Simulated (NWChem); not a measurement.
BeNH2F; SMILES [F][Be][NH2]

```xyz
5

Be     0.0000     0.0000    -0.1005
F      0.0000     0.0000    -1.4865
N      0.0000     0.0000     1.4032
H      0.0000    -0.8244     1.9791
H      0.0000     0.8244     1.9791
```
Atoms are numbered in this order, from 1.

Computed with NWChem. Structure relaxed at the PBE0-D3(BJ)/def2-TZVP level. Vertical excitations in the gas phase; the lowest state need not have the same character in each row.

```tsv
level	lowest excitation, singlet (eV)	oscillator strength of that lowest state	lowest triplet (eV)	orbital gap (eV)
PBE/def2-SVP, TDA	5.32	0.071	4.92	5.15
B3LYP/def2-SVP, TDA	5.67	0.077	5.25	6.76
BHandHLYP/def2-SVP, TDA	6.24	0.084	5.74	9.26
Hartree-Fock/def2-SVP, CIS	6.98	0.098	6.27	13.21
```
